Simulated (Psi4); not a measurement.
CdCl2 (SMILES [Cl][Cd][Cl]), singlet, at a GFN2-xTB geometry (such geometries of metal compounds can be far from the true shape) (core potentials on Cd), atoms displaced at random by about 0.1 Å a coordinate; PBE0/def2-SVP (Psi4).

Psi4 was given this input:
```
memory 2 GB

molecule mol {
0 1
  Cd   -0.459952    0.151752   -0.325245
  Cl    1.718892    0.013254   -0.900554
  Cl   -0.559993   -0.259837    1.871234
}

set basis def2-svp
set reference rks
set intrafrag_hess fischer

optimize('pbe0')
print_variables()
```

It wrote (shortened):

```
gradient() will perform analytic gradient computation.

   => Loading Basis Set <=

    Name: DEF2-SVP
    Role: ORBITAL
    Keyword: BASIS

    !!!  WARNING: ECP capability is in beta. Please check occupations closely.  !!!

         ---------------------------------------------------------
                                   SCF
               by Justin Turney, Rob Parrish, Andy Simmonett
                          and Daniel G. A. Smith
                              RKS Reference
         ---------------------------------------------------------

  ==> Geometry <==

    Molecular point group: cs
    Full point group: Cs

    Geometry (in Angstrom), charge = 0, multiplicity = 1:

       Center              X                  Y                   Z               Mass
    ------------   -----------------  -----------------  -----------------  -----------------
         CD           0.322590189912     0.397902038311     0.000000000000   113.903365090000
         CL           0.861324044399    -1.794651074352     0.000000000000    34.968852682000
         CL          -1.912090808472     0.498572488304     0.000000000000    34.968852682000

  Running in cs symmetry.

  Rotational constants: A =      0.21461  B =      0.07444  C =      0.05527 [cm^-1]
  Rotational constants: A =   6433.73928  B =   2231.77758  C =   1656.99003 [MHz]
  Nuclear repulsion =  202.616941869315497

  Charge       = 0
  Multiplicity = 1
  Electrons    = 54
  Nalpha       = 27
  Nbeta        = 27

  ==> Algorithm <==

  SCF Algorithm Type is DF.
  DIIS enabled.
  MOM disabled.
  Fractional occupation disabled.
  Guess Type is SAD.
  Energy threshold   = 1.00e-08
  Density threshold  = 1.00e-08
  Integral threshold = 1.00e-12

  ==> Primary Basis <==

  Basis Set: DEF2-SVP
    Blend: DEF2-SVP
    Number of shells: 27
    Number of basis functions: 67
    Number of Cartesian functions: 74
    Spherical Harmonics?: true
    Max angular momentum: 3

  Core potential: DEF2-SVP
    Number of shells: 4
    Number of ECP primitives: 14
    Number of ECP core electrons: 28
    Max angular momentum: 3

  ==> DFT Potential <==

   => LibXC <=

    Version 7.1.2
    S. Lehtola, C. Steigemann, M. J. T. Oliveira, and M. A. L. Marques,  SoftwareX 7, 1–5 (2018) (10.1016/j.softx.2017.11.002)

   => Composite Functional: PBE0 <=

    PBE0 Hyb-GGA Exchange-Correlation Functional

    C. Adamo and V. Barone,  J. Chem. Phys. 110, 6158 (1999) (10.1063/1.478522)
[...]
  @DF-RKS Final Energy: -1087.62069415139149
    Total Energy =                      -1087.6206941513914899
  @DF-RKS Final Energy: -1087.62237051212469
    Total Energy =                      -1087.6223705121246894
  @DF-RKS Final Energy: -1087.62320307451478
    Total Energy =                      -1087.6232030745145494
  @DF-RKS Final Energy: -1087.62472248128552
    Total Energy =                      -1087.6247224812855166
  @DF-RKS Final Energy: -1087.62475093859530
    Total Energy =                      -1087.6247509385952981
  @DF-RKS Final Energy: -1087.62475347404029
    Total Energy =                      -1087.6247534740402898
  @DF-RKS Final Energy: -1087.62475502794132
    Total Energy =                      -1087.6247550279413190
[...]
	   Step    Total Energy     Delta E     Max Force     RMS Force      Max Disp      RMS Disp
	----------------------------------------------------------------------------------------------
	  Convergence Criteria     1.00e-06 *    3.00e-04 *             o    1.20e-03 *             o
	----------------------------------------------------------------------------------------------
	     6   -1087.62475503   -1.55e-06      2.97e-04 *    2.00e-04 o    1.84e-03      1.26e-03 o  ~
	----------------------------------------------------------------------------------------------

Next Geometry in Ang
	Fragment 1 (Ang)

	   Cd   0.0000003064   0.0000000000  -0.0002619336
	   Cl  -0.0000007626   0.0000000000   2.2765101048
	   Cl   0.0000013733   0.0000000000  -2.2770752563

    Structure for next step:
    Molecular point group: c2v
    Full point group: C_inf_v

    Geometry (in Angstrom), charge = 0, multiplicity = 1:

    CD           0.000000000000    -0.000000000000     0.000007852784
    CL           0.000000000000    -0.000000000000     2.276779891171
    CL           0.000000000000     0.000000000000    -2.276805469891

Traceback (most recent call last):
  File "psi4", line 375, in <module>
  File "<string>", line 25, in <module>
  File "site-packages/psi4/driver/driver.py", line 1242, in optimize

psi4.driver.p4util.exceptions.ValidationError: Point group changed! (c2v <-- cs) You should restart using the last geometry in the output, after carefully making sure all symmetry-dependent input, such as DOCC, is correct.

Printing out the relevant lines from the Psithon --> Python processed input file:
    ""","mol")
    core.IO.set_default_namespace("mol")
    core.set_global_option("BASIS", "def2-svp")
    core.set_global_option("REFERENCE", "rks")
    core.set_global_option("INTRAFRAG_HESS", "fischer")
--> optimize('pbe0')
    print_variables()

!----------------------------------------------------------------------------------!
!                                                                                  !
!  Point group changed! (c2v <-- cs) You should restart using the last geometry in !
!     the output, after carefully making sure all symmetry-dependent input, such   !
!     as DOCC, is correct.                                                         !
!                                                                                  !
!----------------------------------------------------------------------------------!
```

The run crashed.
